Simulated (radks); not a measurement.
The numbers below are computed, except where a source is named.
Problem. Species: Ag3.5+. Configuration: [Kr] 4d6 5s1.5 (fractional occupations, a model configuration). Level of theory: scalar-relativistic Kohn-Sham, BLYP, spin-unpolarised, spherical densities, point nucleus (a radial shooting solver on a logarithmic mesh with Libxc functionals). Some entries of the table are withheld. Estimate them.

orbital  occ.  eigenvalue (eV)  <r^2> (bohr^2)
1s          2        -25393.13        0.001308
2s          2              (1)         0.02146
2p          6        -3405.419             (2)
3s          2        -742.0396          0.1554
3p          6        -615.9506          0.1569
3d         10        -417.1543          0.1422
4s          2        -150.6436          0.9067
4p          6        -113.2001           1.071
4d          6         -58.4463           1.630
5s        1.5         -40.3343           5.310

Solution. 
(1) 2s eigenvalue (eV): -3789.466
(2) 2p <r^2> (bohr^2): 0.01691
